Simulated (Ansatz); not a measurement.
input.yaml

```yaml
crystal:
  periodic: [false, false, false]
  atoms:
    - { symbol: F, position_ang: [-1.2954, -0.4784, 1.2903] }
    - { symbol: Ge, position_ang: [-0.51, -0.7231, -0.2389] }
    - { symbol: S, position_ang: [1.6034, -0.1787, -0.0268] }
    - { symbol: H, position_ang: [-1.0686, 0.1608, -1.3552] }
    - { symbol: H, position_ang: [1.3206, 1.1458, 0.2892] }
magnetization:
  spin_polarized: true
  initial_magnetization: 1
basis:
  gaussian: { orbitals: def2-SVP }
hamiltonian:
  xc: cam_b3lyp
  dispersion: d4
relax:
  f_tol: 0.02
  max_steps: 50
```

Command:

```bash
$ ansatz run input.yaml --threads 2 --pin off --max-ram 3072MiB --backend cpu --events-out ev --progress --plain --runs-dir out
```

Hardware: 2 threads of AMD EPYC 7B13 (Zen 3), on a shared host.

Q: Roughly how long does this run take, and how much memory?

A: 54 s, with a peak of 0.25 GiB, for 23 ionic steps.
